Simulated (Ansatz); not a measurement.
Molecule: C2H6ClIn, charge 0, multiplicity 1. SMILES: [CH3][In]([CH3])[Cl]
Geometry: optimised at B3LYP-D3(BJ)/def2-TZVP (Ansatz, an electronic-structure program).

Quantity: atomisation energy (electronic, to ground-state atoms), in kcal/mol. Correlated levels leave the core frozen unless marked. UHF or UKS for open shells. Spin-orbit coupling is left out. Frozen are the shells of the preceding noble gas and the d and f shells that filled before the atom's block. In def2 rows, elements after Kr have scalar-relativistic effective core potentials. STO-3G rows are all-electron and non-relativistic. The coupled-cluster limit lacks core correlation, which all-electron functionals hold. Basis-set limits of correlation are two-point, X^-3; Hartree-Fock from the larger set.

```
level                                        program  atomisation energy (kcal/mol)  minus last row
------------------------------------  --------------  -----------------------------  --------------
HF/STO-3G                                     Ansatz                          852.9            49.1
HF/def2-SVPD                                  Ansatz                          610.2          -193.6
HF/def2-QZVPP                                 Ansatz                          606.9          -196.9
revPBE-D3(BJ)/def2-TZVPD              Ansatz + dftd3                          790.1           -13.7
r2SCAN-D4/def2-TZVPD                  Ansatz + dftd4                          804.4             0.6
PBE0/def2-SVP                                 Ansatz                          799.7            -4.1
PBE0-D3(BJ)/def2-TZVPD                Ansatz + dftd3                          803.1            -0.7
BHLYP-D3(BJ)/def2-TZVPD               Ansatz + dftd3                          784.3           -19.5
r2SCANh-D4/def2-TZVPD                 Ansatz + dftd4                          801.4            -2.4
r2SCANh/def2-TZVPD                            Ansatz                          800.2            -3.6
r2SCAN0-D4/def2-TZVPD                 Ansatz + dftd4                          797.1            -6.7
CAM-B3LYP-D4/def2-TZVPD               Ansatz + dftd4                          801.4            -2.4
CAM-B3LYP/def2-TZVPD                          Ansatz                          797.7            -6.1
B2GP-PLYP/def2-TZVPD                          Ansatz                          788.4           -15.4
B2PLYP-D4/def2-TZVPD                  Ansatz + dftd4                          791.5           -12.3
MP2/def2-SVPD                                 Ansatz                          773.5           -30.3
RI-MP2/def2-TZVPPD                            Ansatz                          794.4            -9.4
RI-MP2/def2-QZVPPD                            Ansatz                          804.4             0.6
RI-MP2/CBS(def2-TZVPP,def2-QZVPP)             Ansatz                          811.7             7.9
CCSD(T)/def2-QZVPP                            Ansatz                          796.9            -6.9
CCSD(T)/CBS(def2-TZVPPD,def2-QZVPPD)          Ansatz                          803.8             0.0
```
